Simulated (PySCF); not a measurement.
## Dipole response of S³⁺ (sulfur, charge +3)

[Ne] 3s2 3p1, 2P determinant. All numbers are calculated (PySCF 2.14, no relativity, point nucleus, in aug-cc-pV(T+d)Z with one added diffuse shell each of s, p, d, f type (7s6p5d3f, 71 functions)). Coupled (time-dependent) response in atomic units; α is the mean over directions.

```
method  mean α (bohr³)         α xx, yy, zz  C₆ (like pair)  S(−4)
   UHF           5.580  5.852, 5.036, 5.852           15.09  15.26
   PBE           5.341  5.577, 4.868, 5.577           14.16  13.61
  PBE0           5.398  5.650, 4.895, 5.650           14.39  13.94
  BLYP           5.280  5.499, 4.844, 5.499           13.93  13.24
 M06-L           5.242  5.499, 4.726, 5.499           14.16  12.21
```

S(−4) is the Cauchy moment in α(ω) = α(0) + S(−4) ω² + …

α(iu) at PBE:

```json
{"u (hartree)": "0", "α(iu) (bohr³)": "5.341"}
{"u (hartree)": "0.0500", "α(iu) (bohr³)": "5.307"}
{"u (hartree)": "0.100", "α(iu) (bohr³)": "5.209"}
{"u (hartree)": "0.200", "α(iu) (bohr³)": "4.853"}
{"u (hartree)": "0.300", "α(iu) (bohr³)": "4.366"}
{"u (hartree)": "0.500", "α(iu) (bohr³)": "3.333"}
{"u (hartree)": "0.750", "α(iu) (bohr³)": "2.313"}
{"u (hartree)": "1.00", "α(iu) (bohr³)": "1.644"}
{"u (hartree)": "1.50", "α(iu) (bohr³)": "0.9333"}
{"u (hartree)": "2.00", "α(iu) (bohr³)": "0.6049"}
{"u (hartree)": "3.00", "α(iu) (bohr³)": "0.3268"}
{"u (hartree)": "5.00", "α(iu) (bohr³)": "0.1557"}
```

For an ion, C₆ is the dispersion term alone; charge-induced terms of lower order in 1/R come first.

The components differ because the open shell of this determinant is not spherical; for a pure term their mean is the scalar polarisability.
